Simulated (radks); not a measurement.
The numbers below are computed, except where a source is named.
Problem. The mean radii <r> (bohr) of the occupied orbitals of an atom or ion are listed with their occupations. Code: a radial shooting solver on a logarithmic mesh with Libxc functionals. Model: Dirac Kohn-Sham, PBE, spin-unpolarised, spherical densities, point nucleus.

orbital     occ.      <r>
1s1/2          2  0.01773
2s1/2          2  0.07425
2p1/2          2  0.06131
2p3/2          4  0.06950
3s1/2          2   0.1934
3p1/2          2   0.1835
3p3/2          4   0.1986
3d3/2          4   0.1735
3d5/2          6   0.1781
4s1/2          2   0.4299
4p1/2          2   0.4335
4p3/2          4   0.4662
4d3/2          4   0.4773
4d5/2          6   0.4881
5s1/2          2   0.9731
4f5/2    5.14286   0.5270
4f7/2    6.85714   0.5337
5p1/2          2    1.048
5p3/2          4    1.135
5d3/2          2    1.459
5d5/2          3    1.502
6s1/2          2    2.505
6p1/2          1    3.119
6p3/2          2    3.476

Name the element and its charge. Open shells, if any, are shared by 2j + 1.

Solution. Z = 76, osmium, charge 0: Os in [Xe] 4f12 5d5 6s2 6p3. The 1s radius gives Z: for a bare nucleus <r> = (2 gamma + 1)/(2Z) with gamma = sqrt(1 - (Z/c)^2), 0.01753 bohr for Z = 76, and screening makes it slightly larger (0.01773 here). The occupations add up to 76, and the charge is Z minus that.
